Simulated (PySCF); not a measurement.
C₄H₉FSi, SMILES CC[SiH2]/C=C\F.

Coordinates come from a PBE0-D3(BJ)/def2-SVP optimisation. The structure was generated by enumeration; whether it is a known compound was not checked. The values are those of a single conformer.

All values below come from PySCF with PBE0-D3(BJ)/def2-SVP.

Frequencies are harmonic and unscaled.

Computed harmonic wavenumbers and intensities:
```tsv
mode	ν (cm⁻¹)	IR (km/mol)	moving atoms (share of kinetic energy)
1	13	0.0	Si 31 %, H 24 %, F 23 %, C 22 %
2	76	0.4	C 47 %, H 42 %, Si 10 %
3	90	0.7	F 30 %, C 30 %, Si 23 %, H 17 %
4	176	1.5	F 36 %, C 26 %, Si 25 %, H 13 %
5	214	0.2	H 93 %
6	284	1.1	C 64 %, H 25 %, Si 9 %
7	340	8.1	C 49 %, H 45 %
8	494	13.1	H 88 %
9	595	5.7	C 58 %, Si 17 %, H 13 %, F 11 %
10	690	23.4	C 44 %, Si 34 %, H 22 %
11	692	39.3	H 75 %, C 15 %, Si 9 %
12	756	90.4	C 47 %, H 24 %, Si 19 %, F 10 %
13	771	31.4	H 75 %, C 21 %
14	777	18.1	H 87 %, C 12 %
15	851	150.2	H 72 %, C 17 %, Si 8 %
16	950	60.6	H 95 %
17	965	0.6	H 74 %, C 26 %
18	982	27.1	H 80 %, C 19 %
19	985	8.0	H 83 %, C 15 %
20	1044	81.6	H 60 %, F 21 %, C 18 %
21	1064	25.5	C 68 %, H 31 %
22	1245	66.8	H 49 %, C 32 %, F 20 %
23	1248	1.3	H 79 %, C 21 %
24	1258	5.6	H 59 %, C 40 %
25	1370	3.3	H 71 %, C 28 %
26	1394	3.0	H 81 %, C 19 %
27	1430	2.4	H 90 %, C 10 %
28	1473	4.8	H 96 %
29	1477	8.7	H 97 %
30	1725	200.7	C 94 %
31	2212	124.5	H 96 %
32	2216	81.0	H 98 %
33	3049	35.6	H 97 %
34	3052	7.2	H 95 %
35	3105	3.3	H 91 %, C 9 %
36	3139	19.4	H 91 %, C 9 %
37	3142	19.7	H 91 %, C 9 %
38	3192	3.9	H 92 %
39	3215	9.0	H 91 %, C 9 %
```
